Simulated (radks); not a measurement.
All-electron atom: Ce XXIV in [Ar] 3d10 4s2 4p5. Calculated with a radial shooting solver on a logarithmic mesh with Libxc functionals: scalar-relativistic Kohn-Sham, PBE, spin-polarised, spherical densities, finite nucleus; open shells are filled with parallel spins first (spin-orbit coupling, left out, can overturn this in heavy ions); Fermi nuclear charge, rms radius 4.8771 fm. Some entries of the table are withheld. Estimate them.

orbital,occ.,eigenvalue (eV),<r> (bohr),r(max) (bohr)
1s up,1,-40953.24,0.02457,0.01574
1s down,1,-40952.67,0.02457,0.01574
2s up,1,-7129.060,0.1051,0.08903
2s down,1,-7128.748,0.1051,0.08903
2p up,3,-6458.105,0.09226,0.07164
2p down,3,-6457.603,0.09226,0.07165
3s up,1,-2036.616,0.2761,0.2533
3s down,1,-2036.102,0.2761,0.2533
3p up,3,-1822.960,0.2735,0.2476
3p down,3,-1822.370,0.2734,0.2476
3d up,5,-1523.807,0.2493,0.2030
3d down,5,-1523.231,0.2492,0.2031
4s up,1,-855.4190,0.5846,0.5655
4s down,1,-852.6201,0.5847,0.5653
4p up,3,-778.5131,0.6022,0.5813
4p down,2,-775.7451,0.6025,0.5811
4d up,0,-669.0913,0.6155,(1)
4d down,0,-666.4732,0.6159,(2)
5s up,0,(3),1.033,1.051
5s down,0,(4),1.034,1.052

Answer. 
(1) 4d up r(max) (bohr): 0.5867
(2) 4d down r(max) (bohr): 0.5865
(3) 5s up eigenvalue (eV): -466.7315
(4) 5s down eigenvalue (eV): -465.6603
